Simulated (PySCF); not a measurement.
# From computed data to an observable: dipole moment from atomic charges

CH₃FO₂Si, SMILES [SiH2](F)C(O)=O. Atoms are numbered in the order given.

```xyz
8

O     -0.8972     1.7898     0.0000
C     -0.0396     0.9427     0.0000
O      1.2655     1.2130     0.0000
Si    -0.5607    -0.8984     0.0000
F      0.7212    -1.8919     0.0000
H      1.3574     2.1829     0.0000
H     -1.3534    -1.1287     1.2339
H     -1.3534    -1.1287    -1.2339
```

Geometry: PBE0-D3(BJ)/def2-SVP. This is a generated structure with no PubChem entry under its InChIKey; it may be hypothetical. One conformer was computed; it need not be the lowest.

Charges (e) from PBE/def2-TZVP (PySCF):

| atom | ESP fit | Mulliken |
|---|---|---|
| O1 | -0.473 | -0.251 |
| C2 | 0.495 | 0.115 |
| O3 | -0.514 | -0.295 |
| Si4 | 0.399 | 0.453 |
| F5 | -0.226 | -0.284 |
| H6 | 0.420 | 0.295 |
| H7 | -0.050 | -0.017 |
| H8 | -0.050 | -0.017 |

The dipole moment of the full density is 0.58 D.

### Question
What dipole moment does each set of point charges give, and which comes closer to that of the density?

### Answer

μ = Σ q r, and 1 e Å = 4.8032 D.
ESP fit: Σ q r = (0.073, 0.095, 0.000) e Å, |μ| = 0.58 D.
Mulliken: Σ q r = (-0.165, 0.114, 0.000) e Å, |μ| = 0.96 D.
ESP fit comes closer in size. Point charges leave out the atoms' own dipoles (lone pairs, polarised bonds); fits to the potential absorb them, partitions of the density don't.
